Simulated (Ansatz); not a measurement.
`[CH3][Mo]([NH2])(=[O])=[S]` from Hartree–Fock to CCSD(T)

```xyz
10

C    -0.638   -1.205    0.739
Mo    0.262    0.652    0.336
N     0.396    0.807   -1.566
O    -0.767    1.788    1.000
S     2.155    0.580    1.277
H    -0.021   -2.013    0.342
H    -1.624   -1.222    0.266
H    -0.751   -1.331    1.817
H     1.229    0.581   -2.092
H    -0.242    1.364   -2.118
```

Total charge 0; spin multiplicity 1. Correlated methods include outer-core shells of Mo, which these sets cover unevenly. Mo: def2 effective core potential. The geometry is a stationary point of PBE0-D4/def2-TZVP. It is one conformer, not always the lowest. Frozen core, restricted reference, the Gaussian-basis code of Ansatz.

| basis | HF (Eh) | MP2 corr. |
| --- | --- | --- |
| def2-SVP | -634.89931 | -1.10768 |
| def2-TZVPP | -635.27871 | -1.43581 |
| def2-QZVPP | -635.30282 | -1.54165 |

Problem. Estimate the CCSD correlation energy and the (T) correction in each basis where they were run (hartree).

Solution. 
```csv
basis,CCSD corr.,(T)
def2-SVP,-1.06260,-0.06106
def2-TZVPP,-1.37729,-0.08911
```
